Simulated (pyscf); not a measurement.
H₃C–Ge(F)(F)–F (SMILES [CH3][Ge]([F])([F])[F]) + H₃C–Al(F)–Cl (SMILES [CH3][Al]([F])[Cl]) -> F–Ge(F)(F)–F (SMILES [F][Ge]([F])([F])[F]) + H₃C–Al(CH₃)–Cl (SMILES [CH3][Al]([CH3])[Cl]), a four-centre exchange (singlet surface; C–Ge, Al–F broken, F–Ge, Al–C formed). PySCF, gas phase, ωB97X-D3(BJ)/def2-SVP geometries. Energies in eV from the separated reactants.

Small-basis levels: PySCF, no dispersion term, spherical d functions. AM1 to PM7: differences of heats of formation from MOPAC. Cost: rough CPU time at the saddle relative to B3LYP/6-31G*+LANL2DZ, from one job on a shared machine.

```json
[
 {"level": "PBE/6-31G*+LANL2DZ", "barrier": "1.02", "reaction energy": "+1.50", "cost": "2"},
 {"level": "B3LYP/STO-3G", "barrier": "-0.22", "reaction energy": "+1.01", "cost": "0.6"},
 {"level": "B3LYP/3-21G", "barrier": "0.64", "reaction energy": "+1.58", "cost": "0.8"},
 {"level": "B3LYP/6-31G*+LANL2DZ", "barrier": "1.20", "reaction energy": "+1.49", "cost": "1"},
 {"level": "M06-2X/6-31G*+LANL2DZ", "barrier": "0.82", "reaction energy": "+1.40", "cost": "2"},
 {"level": "B3LYP/6-311+G**+LANL2DZ", "barrier": "1.79", "reaction energy": "+1.72", "cost": "1"},
 {"level": "B3LYP/def2-SVP", "barrier": "1.44", "reaction energy": "+1.60", "cost": "1"},
 {"level": "PM6", "barrier": "1.01", "reaction energy": "+1.36", "cost": "under 0.02"},
 {"level": "PM7", "barrier": "1.63", "reaction energy": "+2.43", "cost": "under 0.02"},
 {"level": "ωB97M-D3(BJ)/def2-TZVP", "barrier": "1.42", "reaction energy": "+1.56", "cost": "–"}
]
```

Against the last row the barrier runs from -1.64 (B3LYP/STO-3G) to +0.36 eV (B3LYP/6-311+G**+LANL2DZ). ωB97M-D3(BJ)/def2-TZVP has limits of its own. On the product side the descent ends in an adduct with a Al–F contact, 0.34 eV under the separated species and 0.07 eV under the saddle at ωB97X-D3(BJ)/def2-TZVP. At ωB97M-D3(BJ) the saddle lies under the separated products, which points to a path from their complex (located at ωB97X-D3(BJ) alone), and parting the products costs more than the saddle. What is counted as broken (Al–F) persists as a longer contact in the product adduct; parting that adduct is a step of its own. At ωB97X-D3(BJ) the barrier from the zero used here is 1.29 eV. This is the saddle that the search found; another between the same sides may lie lower. In the def2 sets elements up to Kr have no core potential.
